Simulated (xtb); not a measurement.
CH6ClFSi3, SMILES F[Si@]1(Cl)C[SiH2][SiH2]1. All values are semi-empirical tight-binding results from xtb (GFN2-xTB unless named), good for trends rather than for accurate numbers. Geometry: GFN2-xTB. The structure was generated by enumeration; whether it is a known compound was not checked.

Computed properties:
```json
{
 "orbital_gap": "3.64 eV",
 "dipole_moment": "2.46 D",
 "zero_point_energy": "39.7 kcal/mol",
 "G − E(el) at 298.15 K (modified RRHO)": "17.7 kcal/mol",
 "static polarisability (D4 model)": "105.3 bohr³",
 "solvation energy, GFN2-xTB/ALPB(water)": "-1.4 kcal/mol",
 "solvation energy, GFN2-xTB/ALPB(dmf)": "-4.9 kcal/mol"
}
```
